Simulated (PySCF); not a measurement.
Core-level binding energies of `CC[C@H](C)[GeH3]`

Species: C4H12Ge.
Atom-mapped SMILES: `[CH3:1][CH2:2][C@H:3]([CH3:4])[GeH3:5]`

Structure used (PBE0-D3(BJ)/def2-SVP), in Å, numbered top down from 1:
```
atom  x, y, z in Å
C1    -1.290    1.401    0.173
C2    -1.047   -0.051    0.554
C3     0.099   -0.735   -0.192
C4     0.213   -2.208    0.189
Ge5    1.832    0.172    0.086
H6    -2.173    1.807    0.690
H7    -1.459    1.508   -0.910
H8    -0.435    2.045    0.435
H9    -0.863   -0.123    1.642
H10   -1.970   -0.632    0.374
H11   -0.101   -0.664   -1.277
H12    0.451   -2.330    1.259
H13   -0.738   -2.737    0.007
H14    0.997   -2.727   -0.384
H15    1.930    1.509   -0.676
H16    2.032    0.450    1.592
H17    2.974   -0.744   -0.400
```

Method used: delta-SCF UKS SCAN, pcX-2 on the ionised atom, pcseg-1 elsewhere, spin-free X2C in PySCF 2.14.0. These are vertical core ionisation energies against the vacuum level, from separate self-consistent calculations with and without the core hole.

Q: Give the core binding energies atom by atom.

A: 
| atom(s) | environment | level | binding energy (eV) | above the level's lowest (eV) | count |
| --- | --- | --- | --- | --- | --- |
| C3 | sp3 carbon bound to germanium | C 1s | 290.16 | 0.00 | 1 |
| C2 | chain CH2 carbon | C 1s | 290.52 | +0.36 | 1 |
| C4 | methyl carbon | C 1s | 290.54 | +0.38 | 1 |
| C1 | methyl carbon | C 1s | 290.54 | +0.38 | 1 |

Lowest listed C 1s: C3, bonded to 2 C, H and Ge. Highest, 0.38 eV above it: C1, bonded to C and 3 H. Summing the Pauling electronegativity differences to the bonded atoms, each weighted by its formal bond order, gives -0.89 for the lowest site and -1.05 for the highest; the largest sum, -0.70, belongs to C2, 0.02 eV below the top. The smallest sum, -1.05, belongs to C4, 0.38 eV above the lowest. The values 290.52, 290.54 and 290.54 eV lie too close for their order to be trusted.

Q: Give the binding energy of C 1s of C3 in hartree and in kJ/mol.

A: 290.16 eV = 10.6632 Eh = 27996 kJ/mol.

No level of germanium is listed. One conformer (not necessarily the lowest) at the PBE0-D3(BJ)/def2-SVP geometry, without solvent, vibrations or thermal averaging.
